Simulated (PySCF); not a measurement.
# Static response to an electric field

C4H8FNSi2.
Cartesian coordinates in Å at the GFN2-xTB level; atoms count from 1:
```xyz
16
C4H8FNSi2 angstrom
N      1.4642   -0.5099    2.4564
C      1.3145   -0.2729    1.3451
C      1.0961    0.0177   -0.0220
C      2.1336    0.2062   -0.8413
F      3.4099    0.1339   -0.4342
C     -0.3187    0.0987   -0.4751
Si    -1.2176    1.5353    0.4222
Si    -1.1806   -1.5994   -0.2496
H      2.0501    0.4312   -1.8951
H     -0.3089    0.3281   -1.5452
H     -2.5393    1.6643   -0.1887
H     -1.3198    1.2381    1.8465
H     -0.4345    2.7540    0.2064
H     -2.5016   -1.4972   -0.8678
H     -1.2848   -1.9135    1.1712
H     -0.3701   -2.6056   -0.9401
```

Level: CAM-B3LYP/def2-SVPD (PySCF), static field, nuclei fixed, core orbitals frozen in the response. The polarisability tensor in these axes (au):

```
x   113.10   1.17  -4.53
y     1.17  96.90  -1.80
z    -4.53  -1.80 104.57
```

What are the eigenvalues, a third of the trace, and Δα (Δα² = ½Σ(αi − αj)² over the three pairs)?

Principal values 96.50, 102.84 and 115.23 au; mean 104.86 au = 15.54 Å³ = 17.29 × 10⁻⁴⁰ C²·m²/J; Δα = 16.50 au (16 % of the mean).

What is the dipole moment, and where does it point?

(-2.08, 0.84, -4.04) D, 4.62 D in size, pointing from the negative to the positive side. Measured along this direction, the outermost atoms are N1 at the negative end and H11, H14 and H10 at the positive end.

What molar refraction does this α imply?

Lorentz–Lorenz: R = (4π/3)N_A α = 2.5225 cm³/(mol·Å³) × 15.54 Å³ = 39.2 cm³/mol, in the limit of long wavelengths.

Find the Langevin capture rate constant for NH4+ (18.034 u) meeting this molecule (145.018 u), k = 2.342 × 10⁻⁹ cm³/s × √(α in Å³ / reduced mass in u).

The reduced mass is 16.04 u, so k = 2.31 × 10⁻⁹ cm³/s. The formula leaves out the permanent dipole, which adds to the capture rate.

Refractivity n − 1 of an ideal gas of it at 500 K and 1 atm, from the electronic α?

N = p/kT = 1.4678 × 10¹⁹ cm⁻³, so n − 1 = 2π × N × 15.54 × 10⁻²⁴ cm³ = 1433 × 10⁻⁶ at long wavelengths, for an ideal gas.

Directions of the eigenvectors, and the extent of the frame along each?

Largest value along (0.91, 0.10, -0.40), where the nuclei span 5.36 Å; middle along (0.41, -0.19, 0.89), 4.46 Å; least along (-0.01, 0.98, 0.21), 5.48 Å. 

The structure is a single GFN2-xTB conformer in the gas phase; no vibrational or solvent corrections.
